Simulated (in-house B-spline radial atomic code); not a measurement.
A calculation on In II (In+) (with a hole in an inner shell): its settings, and results tabulated from the run. All numbers are computed (Dirac-Kohn-Sham relativistic LDA, spherical fractional occupations; Fermi nucleus of rms radius 4.6156 fm) with a B-spline radial code for spherical atoms, not measured.

In the input, a minus or plus after the letter marks the j = l - 1/2 or j = l + 1/2 subshell.

Command:
```bash
python run_scf.py task.json out
```
Settings (nuclear radius in fm, mass in u):
```
Z                49
configuration    1s2 2s2 2p-2 2p+3 3s2 3p6 3d10 4s2 4p6 4d10 5s2 5p1
hamiltonian      dirac
method           lda_x_rel,vwn
spin_polarised   False
nucleus          fermi
rms_radius       4.6156
atomic_mass      114.90388
speed_of_light   137.035999084
```

Output (hartree, bohr):
```
 radial grid: 81 intervals, B-splines of order 8, outer radius 60 bohr

 iter        energy (Eh)    residual
    1       -5726.141148    7.01e-01
    2       -5726.664781    4.83e-01
    3       -5733.375376    2.99e-02
    4       -5733.398545    1.17e-02
    5       -5733.400574    3.54e-03
    6       -5733.400726    1.36e-03
    7       -5733.400796    1.54e-04
    8       -5733.400797    9.31e-06
    9       -5733.400797    2.62e-07

 total energy                     -5733.40080
 kinetic                            6014.9502
 electron-nucleus                 -13878.6276
 Hartree                            2272.0146
 exchange-correlation               -141.7380

 first-order corrections (not in the total)
   Gaunt                             4.3060
   retardation                      -0.4243
   frequency dependence             -0.0300
   self-energy                       3.0806
   Uehling                          -0.3963
   Wichmann-Kroll                    0.0079
   recoil                            0.0193

 orbital      occ     eigenvalue          <r>       <r^2>       <1/r>     <1/r^2>     <1/r^3>       r_max    small
 1s1/2      2.000     -1020.6696      0.02981  0.00120199     51.6754        5751           -     0.01929  3.21e-02
 2s1/2      2.000      -156.3443     0.127704   0.0192753     12.0506     667.588           -      0.1086  6.88e-03
 2p1/2      2.000      -146.9077     0.107784   0.0142615     12.0403     215.539           -     0.08349  6.90e-03
 2p3/2      3.000      -139.0831     0.112969   0.0155391     11.2518     172.253     4065.52     0.08787  6.61e-03
 3s1/2      2.000       -30.5517     0.344562    0.135865     4.28323     132.665           -      0.3129  2.01e-03
 3p1/2      2.000       -26.5645     0.333912    0.129622     4.20638      42.786           -       0.298  1.96e-03
 3p3/2      4.000       -25.1150     0.344736    0.137935     4.01004     34.4415     767.021      0.3079  1.88e-03
 3d3/2      4.000       -17.9608     0.313136    0.116431     3.88768      19.042     124.073      0.2496  1.79e-03
 3d5/2      6.000       -17.6480     0.316624    0.118895     3.83568     18.4356     116.024      0.2525  1.77e-03
 4s1/2      2.000        -5.0727     0.829063    0.778618     1.68845     27.7093           -      0.7549  5.47e-04
 4p1/2      2.000        -3.7157     0.873348    0.872622     1.57814     8.45213           -      0.7781  4.90e-04
 4p3/2      4.000        -3.4514     0.902558    0.932079     1.51311     6.81642      139.77      0.8022  4.64e-04
 4d3/2      4.000        -1.2905      1.08553     1.40034     1.23374     2.86985     15.5341      0.8792  3.25e-04
 4d5/2      6.000        -1.2524      1.09979     1.43809     1.21611     2.76526     14.3504      0.8888  3.18e-04
 5s1/2      2.000        -0.6557      2.32652     6.13239    0.555199     3.23298           -       2.004  7.73e-05
 5p1/2      0.333        -0.3995      2.82459     9.11992     0.45178    0.776498           -       2.369  5.13e-05
 5p3/2      0.667        -0.3789      2.92578     9.77668    0.434437    0.634132     10.8698       2.459  4.79e-05
```

Time taken, with all properties: 1.1 s on 1 thread of Arm Neoverse V1 (shared host).

For the Dirac Hamiltonian the kinetic term is c α·p + (β - 1)c².
